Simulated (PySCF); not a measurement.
How methods differ on the ionisation energy of Co²⁺

Co²⁺ [Ar] 3d7 (4F) → Co³⁺ [Ar] 3d6 (5D), as a difference of total energies. Computed with PySCF 2.14 in x2c-QZVPPall (11s7p5d4f2g, 103 functions), with the spin-free X2C one-electron Hamiltonian (Gaussian nucleus). Correlated levels: valence: [Ar] frozen. The calculations carry no spin-orbit coupling.

| method | ionisation energy (eV) | plus first-order spin-orbit estimate | difference from reference of that sum (eV) |
| --- | --- | --- | --- |
| UHF | 31.198 | 31.227 | -2.273 |
| MP2 (valence) | 33.083 | 33.112 | -0.388 |
| SCS-MP2 (valence) | 33.193 | 33.223 | -0.277 |
| CCSD (valence) | 32.922 | 32.951 | -0.549 |
| CCSD(T) (valence) | 32.987 | 33.016 | -0.484 |

Reference: 33.5 ± 0.06 eV (semi-empirical (NIST evaluation); NIST Atomic Spectra Database, ionization energies).

A first-order spin-orbit estimate (lowest level to lowest level, LS coupling) adds 0.030 eV.

Errors of the correlated levels include the incompleteness of this basis and the frozen core.
